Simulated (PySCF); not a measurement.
C7H13N3.
Atom-mapped SMILES: `[CH3:1][CH2:2][C:3]([CH3:4])([CH3:5])[n:6]1[cH:7][cH:8][n:9][n:10]1`

Cartesian coordinates in Å at the GFN2-xTB level; atoms count from 1:
```xyz
23
C7H13N3 angstrom
C      1.7231    1.2673    0.6934
C      1.3885    0.3296   -0.4611
C      0.2187   -0.6300   -0.1678
C     -0.1035   -1.4547   -1.4196
C      0.5380   -1.5648    0.9962
N     -0.9539    0.1513    0.1840
C     -1.5826    1.0837   -0.5666
C     -2.6101    1.5261    0.2323
N     -2.5495    0.8523    1.3953
N     -1.5627    0.0400    1.3559
H      0.8476    1.8348    1.0009
H      2.4925    1.9708    0.3848
H      2.0932    0.7164    1.5532
H      2.2661   -0.2693   -0.7096
H      1.1396    0.9273   -1.3412
H     -0.3036   -0.8125   -2.2742
H      0.7373   -2.0981   -1.6644
H     -0.9771   -2.0788   -1.2446
H      0.6423   -1.0036    1.9186
H      1.4595   -2.1040    0.7941
H     -0.2702   -2.2777    1.1341
H     -1.2773    1.3560   -1.5543
H     -3.3607    2.2650    0.0438
```

NICS is the negative of the GIAO shielding at a point without a nucleus: at the ring centre (0) and 1 Å above and below it (1); zz is the component along the ring normal. Level: GIAO PBE0/pcSseg-1 (PySCF, non-relativistic, gas phase) on the GFN2-xTB geometry, one conformer.

Ring bond lengths (Å), with Mayer bond orders in brackets: N6–C7 1.352 (1.17), C7–C8 1.375 (1.45), C8–N9 1.345 (1.37), N9–N10 1.279 (1.46), N10–N6 1.325 (1.19).

Problem. Give the NICS values of each ring in ppm.

Solution. 
| ring | type | NICS(0) | NICS(1), two faces | NICS(1)zz, two faces | rms pucker (Å) | centre to ring atoms, mean (Å) |
| --- | --- | --- | --- | --- | --- | --- |
| N6–C7–C8–N9–N10 | 5-membered ring with 3 N; formal bonds all aromatic | -12.9 | -13.3 / -13.1 | -34.0 / -33.9 | 0.00 | 1.14 |

Problem. What can be read from them?

Solution. 
- N6–C7–C8–N9–N10: mean NICS(1)zz -33.9 ppm, shielded. The ring is flat and has no four-coordinate atom; by the NICS criterion it is aromatic.

Problem. And the bond-length index? HOMA = 1 − mean of α(R − Ropt)² over the ring bonds, with Krygowski's 1993 parameters (CC: Ropt 1.388 Å, α 257.7 Å⁻²; CN: Ropt 1.334 Å, α 93.52 Å⁻²; NN: Ropt 1.309 Å, α 130.33 Å⁻²).

Solution. 
- N6–C7–C8–N9–N10: HOMA 0.95; the largest term is that of N9–N10, α(R − Ropt)² = 0.12. The geometric and the magnetic index point the same way.

Problem. What is the mean of the two in-plane components of NICS at the first NICS(1) probe listed for ring N6–C7–C8–N9–N10, 1 Å off the ring?

Solution. The isotropic value is a third of the trace: (3 × -13.3 − (-34.0))/2 = -3.0 ppm.

Problem. List the ring angles and the Hirshfeld charges of the ring atoms.

Solution. 
- N6–C7–C8–N9–N10: N6 109.6° (+0.054 e), C7 104.3° (-0.027 e), C8 107.9° (-0.046 e), N9 109.0° (-0.151 e), N10 109.2° (-0.057 e); sum 540.0° against 540° for a flat convex ring.

Problem. What are the shieldings of the ring atoms and their hydrogens in the same run (means over atoms taken as equivalent)?

Solution. 
```tsv
atoms	environment	σ isotropic (ppm)	principal values of the symmetric part, first atom (ppm)
N6	pyrrole-type nitrogen	-17.8	-156.9, -4.0, 107.5
C7	aromatic CH next to a ring nitrogen	61.0	-22.4, 51.8, 153.8
C8	aromatic CH next to a ring nitrogen	47.3	-35.7, 52.7, 124.7
N9	pyridine-type nitrogen	-114.4	-365.4, -172.7, 194.8
N10	pyridine-type nitrogen	-131.4	-386.6, -131.2, 123.5
H22	aromatic hydrogen	24.12	21.2, 21.9, 29.3
H23	aromatic hydrogen	23.81	21.6, 23.5, 26.3
```

On Arm Neoverse N1, one thread, no GPU, shared host, this took 90 s wall. This is the whole shielding run at PBE0/pcSseg-1, SCF included.
